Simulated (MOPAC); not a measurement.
MOPAC input (PM6):

```
PM6 PRECISE GNORM=0.05 LET XYZ CHARGE=-1 GEO-OK AUX(PRECISION=9) THREADS=1
CH6FSi2

F    -1.64861500 1   -0.62439200 1    1.49964000 1
Si   -1.17547300 1   -0.29674700 1   -0.05682600 1
C     0.16861500 1    0.79895400 1   -0.33950900 1
Si    1.87547900 1    0.30465200 1   -0.52613700 1
H    -0.93118300 1   -1.67658300 1   -0.57921000 1
H    -2.48832300 1    0.18185100 1   -0.60880400 1
H    -0.03857000 1    1.86732200 1   -0.28952800 1
H     2.85880100 1    0.62987000 1    0.58025400 1
H     2.01680400 1   -1.17812500 1   -0.68910900 1
H     2.60823200 1    0.89079300 1   -1.71183800 1
```

Output:

```
 *******************************************************************************
 **                                                                           **
 **                              MOPAC v23.2.5                                **
 **                                                                           **
 *******************************************************************************
 ** MOPAC's Digital Object Identifier: https://doi.org/10.5281/zenodo.6511958 **
 **                                                                           **
 ** Please cite the open-source release paper for use of this MOPAC version:  **
 ** J. E. Moussa and J. J. P. Stewart (2026)                                  **
 ** MOPAC: An open-source semiempirical molecular orbital program             **
 ** J. Open Source Softw., 11(119), 8025, https://doi.org/10.21105/joss.08025 **
 *******************************************************************************

                              PM6 CALCULATION RESULTS

 *******************************************************************************
 *  PM6        - The PM6 Hamiltonian to be used
 *  GEO-OK     - OVERRIDE INTERATOMIC DISTANCE AND OTHER SAFETY CHECKS
 *
 *
 *
 *                 CHARGE ON SYSTEM = -1
 *
 *
 *
 *  LET        - OVERRIDE SOME SAFETY CHECKS
 *  PRECISE    - TIGHTER CRITERIA TO BE USED
 *  XYZ        - CARTESIAN COORDINATE SYSTEM TO BE USED
 *  GNORM      - EXIT WHEN GRADIENT NORM DROPS BELOW 0.050
 *  AUX        - OUTPUT AUXILIARY INFORMATION
 *******************************************************************************
PM6 PRECISE GNORM=0.05 LET XYZ CHARGE=-1 GEO-OK AUX(PRECISION=9) THREADS=1
 CH6FSi2

   ATOM   CHEMICAL          X               Y               Z
  NUMBER   SYMBOL      (ANGSTROMS)     (ANGSTROMS)     (ANGSTROMS)

     1       F         -1.64861500  *  -0.62439200  *   1.49964000  *
     2      Si         -1.17547300  *  -0.29674700  *  -0.05682600  *
     3       C          0.16861500  *   0.79895400  *  -0.33950900  *
     4      Si          1.87547900  *   0.30465200  *  -0.52613700  *
     5       H         -0.93118300  *  -1.67658300  *  -0.57921000  *
     6       H         -2.48832300  *   0.18185100  *  -0.60880400  *
     7       H         -0.03857000  *   1.86732200  *  -0.28952800  *
     8       H          2.85880100  *   0.62987000  *   0.58025400  *
     9       H          2.01680400  *  -1.17812500  *  -0.68910900  *
    10       H          2.60823200  *   0.89079300  *  -1.71183800  *

          CARTESIAN COORDINATES

    NO.       ATOM           X           Y           Z

     1         F         -1.6486     -0.6244      1.4996
     2        Si         -1.1755     -0.2967     -0.0568
     3         C          0.1686      0.7990     -0.3395
     4        Si          1.8755      0.3047     -0.5261
     5         H         -0.9312     -1.6766     -0.5792
     6         H         -2.4883      0.1819     -0.6088
     7         H         -0.0386      1.8673     -0.2895
     8         H          2.8588      0.6299      0.5803
     9         H          2.0168     -1.1781     -0.6891
    10         H          2.6082      0.8908     -1.7118

 General Reference for PM6:
 "Optimization of Parameters for Semiempirical Methods V: Modification of NDDO Approximations
 and Application to 70 Elements", J. J. P. Stewart, J. Mol. Mod., 13, 1173-1213 (2007)
 URL: https://link.springer.com/article/10.1007/s00894-007-0233-4

           Empirical Formula: C H6 F Si2  =    10 atoms

      MOLECULAR POINT GROUP   :   C1

      RHF CALCULATION, NO. OF DOUBLY OCCUPIED LEVELS = 13

          Geometry optimization using EF

          DIAGONAL MATRIX USED AS START HESSIAN

 CYCLE:     1  GRAD.:    33.409 HEAT: -128.7915
 CYCLE:     2  GRAD.:    96.083 HEAT: -126.9543
 CYCLE:     3  GRAD.:    89.131 HEAT: -126.6185
 CYCLE:     4  GRAD.:    94.124 HEAT: -126.7574
 CYCLE:     5  GRAD.:   119.816 HEAT: -123.1635
 CYCLE:     6  GRAD.:   118.744 HEAT: -124.7339
 CYCLE:     7  GRAD.:   103.078 HEAT: -125.2415
 CYCLE:     8  GRAD.:    59.300 HEAT: -128.9155
 CYCLE:     9  GRAD.:    74.624 HEAT: -127.8483
 CYCLE:    10  GRAD.:    39.451 HEAT: -130.1352
 CYCLE:    11  GRAD.:    74.133 HEAT: -128.2339
 CYCLE:    12  GRAD.:    13.486 HEAT: -130.8718
 CYCLE:    13  GRAD.:    20.680 HEAT: -130.7495
 CYCLE:    14  GRAD.:     5.138 HEAT: -131.0057
 CYCLE:    15  GRAD.:     6.335 HEAT: -130.9966
 CYCLE:    16  GRAD.:     0.963 HEAT: -131.0276
 CYCLE:    17  GRAD.:     0.955 HEAT: -131.0309
 CYCLE:    18  GRAD.:     1.393 HEAT: -131.0394
 CYCLE:    19  GRAD.:     2.728 HEAT: -131.0465
 CYCLE:    20  GRAD.:     1.026 HEAT: -131.0523
 CYCLE:    21  GRAD.:     0.739 HEAT: -131.0547
 CYCLE:    22  GRAD.:     0.772 HEAT: -131.0590
 CYCLE:    23  GRAD.:     0.479 HEAT: -131.0602
 CYCLE:    24  GRAD.:     0.574 HEAT: -131.0619
 CYCLE:    25  GRAD.:     0.325 HEAT: -131.0624
 CYCLE:    26  GRAD.:     0.242 HEAT: -131.0627
 CYCLE:    27  GRAD.:     0.112 HEAT: -131.0628
 CYCLE:    28  GRAD.:     0.098 HEAT: -131.0629
 CYCLE:    29  GRAD.:     0.205 HEAT: -131.0632
 CYCLE:    30  GRAD.:     0.298 HEAT: -131.0635
 CYCLE:    31  GRAD.:     0.456 HEAT: -131.0646
 CYCLE:    32  GRAD.:     0.641 HEAT: -131.0664
 CYCLE:    33  GRAD.:     0.555 HEAT: -131.0682
 CYCLE:    34  GRAD.:     0.837 HEAT: -131.0711
 CYCLE:    35  GRAD.:     0.521 HEAT: -131.0717
 CYCLE:    36  GRAD.:     0.183 HEAT: -131.0723
 CYCLE:    37  GRAD.:     0.219 HEAT: -131.0725
 CYCLE:    38  GRAD.:     0.094 HEAT: -131.0727
 CYCLE:    39  GRAD.:     0.164 HEAT: -131.0727
 CYCLE:    40  GRAD.:     0.103 HEAT: -131.0728
 CYCLE:    41  GRAD.:     0.074 HEAT: -131.0729
 CYCLE:    42  GRAD.:     0.097 HEAT: -131.0730
 CYCLE:    43  GRAD.:     0.171 HEAT: -131.0734
 CYCLE:    44  GRAD.:     0.187 HEAT: -131.0737
 CYCLE:    45  GRAD.:     0.526 HEAT: -131.0742
 CYCLE:    46  GRAD.:     0.268 HEAT: -131.0749
 CYCLE:    47  GRAD.:     0.248 HEAT: -131.0752
 CYCLE:    48  GRAD.:     0.127 HEAT: -131.0758
 CYCLE:    49  GRAD.:     0.051 HEAT: -131.0759
 CYCLE:    50  GRAD.:     0.031 HEAT: -131.0759

     GRADIENT =  0.03082 IS LESS THAN CUTOFF =  0.05000

 -------------------------------------------------------------------------------
 PM6 PRECISE GNORM=0.05 LET XYZ CHARGE=-1 GEO-OK AUX(PRECISION=9) THREADS=1
 CH6FSi2

     GEOMETRY OPTIMISED USING EIGENVECTOR FOLLOWING (EF).
     SCF FIELD WAS ACHIEVED

                              PM6 CALCULATION
                                                       MOPAC v23.2.5 Linux

          FINAL HEAT OF FORMATION =       -131.07587 KCAL/MOL =    -548.42142 KJ/MOL

          COSMO AREA              =        135.27 SQUARE ANGSTROMS
          COSMO VOLUME            =        129.55 CUBIC ANGSTROMS

          GRADIENT NORM           =          0.03082          =       0.00975 PER ATOM
          IONIZATION POTENTIAL    =          3.739988 EV
          HOMO LUMO ENERGIES (EV) =         -3.740  4.980
          NO. OF FILLED LEVELS    =         13
          MOLECULAR WEIGHT        =         93.2278         POINT GROUP:  C1

          MOLECULAR DIMENSIONS (Angstroms)

            Atom       Atom       Distance
            H    10    F     1     5.37193
            H     8    H     6     4.12366
            H     7    H     5     3.27869

          SCF CALCULATIONS        =         51

   ATOM   CHEMICAL          X               Y               Z
  NUMBER   SYMBOL      (ANGSTROMS)     (ANGSTROMS)     (ANGSTROMS)

     1       F         -1.58172551  *  -0.63749533  *   1.46206680  *
     2      Si         -1.18007914  *  -0.28535863  *  -0.07794401  *
     3       C          0.17977809  *   0.76167727  *  -0.29790276  *
     4      Si          1.85269199  *   0.28827276  *  -0.50900357  *
     5       H         -1.06364998  *  -1.62280262  *  -0.67424274  *
     6       H         -2.43895246  *   0.29238098  *  -0.56721275  *
     7       H         -0.03880132  *   1.83981709  *  -0.24455450  *
     8       H          2.78638120  *   0.81696489  *   0.51737715  *
     9       H          2.12502370  *  -1.17266966  *  -0.52017507  *
    10       H          2.47141856  *   0.77335461  *  -1.76889367  *

                             CARTESIAN COORDINATES

   1    F       -1.581725508    -0.637495335     1.462066797
   2   Si       -1.180079139    -0.285358626    -0.077944010
   3    C        0.179778093     0.761677274    -0.297902756
   4   Si        1.852691990     0.288272761    -0.509003575
   5    H       -1.063649981    -1.622802621    -0.674242736
   6    H       -2.438952462     0.292380985    -0.567212752
   7    H       -0.038801317     1.839817090    -0.244554504
   8    H        2.786381204     0.816964887     0.517377146
   9    H        2.125023705    -1.172669665    -0.520175066
  10    H        2.471418559     0.773354608    -1.768893671

           Empirical Formula: C H6 F Si2  =    10 atoms

      MOLECULAR POINT GROUP   :   C1

                  EIGENVALUES
 -35.10293 -18.44434 -13.98690 -12.44359 -10.80362 -10.65757  -9.59471  -7.82707
  -7.07147  -6.68924  -6.36539  -5.37920  -3.73999   4.98000   5.05931   5.30151
   5.53552   5.62743   6.16119   6.21569   6.35309   6.61354   7.32199   7.88396
   8.02673   9.00987   9.04522   9.17834   9.23870   9.51114  10.65313  11.95071

              NET ATOMIC CHARGES AND DIPOLE CONTRIBUTIONS

  ATOM NO.   TYPE          CHARGE      No. of ELECS.   s-Pop       p-Pop       d-Pop
    1          F          -0.384138        7.3841     1.93614     5.44800
    2         Si           0.110909        3.8891     1.14147     1.68859     1.05904
    3          C          -0.809557        4.8096     1.09243     3.71713
    4         Si          -0.100732        4.1007     1.19239     2.10550     0.80285
    5          H           0.007914        0.9921     0.99209
    6          H           0.006263        0.9937     0.99374
    7          H           0.197122        0.8029     0.80288
    8          H          -0.010597        1.0106     1.01060
    9          H          -0.005231        1.0052     1.00523
   10          H          -0.011954        1.0120     1.01195
 DIPOLE           X         Y         Z       TOTAL
 POINT-CHG.    -0.058    -0.545    -1.292     1.404
 HYBRID        -0.694     0.395     1.410     1.621
 SUM           -0.752    -0.149     0.118     0.776

          ATOMIC ORBITAL ELECTRON POPULATIONS

     Atom    s        px        py        pz      x^2-y^2     xz        z^2       yz        xy
    1  F   1.93614   1.88336   1.88731   1.67732
    2 Si   1.14147   0.62785   0.66529   0.39545   0.22870   0.22079   0.20498   0.23021   0.17436
    3  C   1.09243   1.16584   1.13350   1.41779
    4 Si   1.19239   0.64085   0.72086   0.74378   0.18591   0.31919   0.11735   0.05578   0.12462
    5  H   0.99209
    6  H   0.99374
    7  H   0.80288
    8  H   1.01060
    9  H   1.00523
   10  H   1.01195

 **********************
 *                    *
 * JOB ENDED NORMALLY *
 *                    *
 **********************

 == MOPAC DONE ==
```

The dipole moment of an ion depends on the origin.

The geometry given is a B3LYP-D3(BJ)/def2-TZVP minimum.
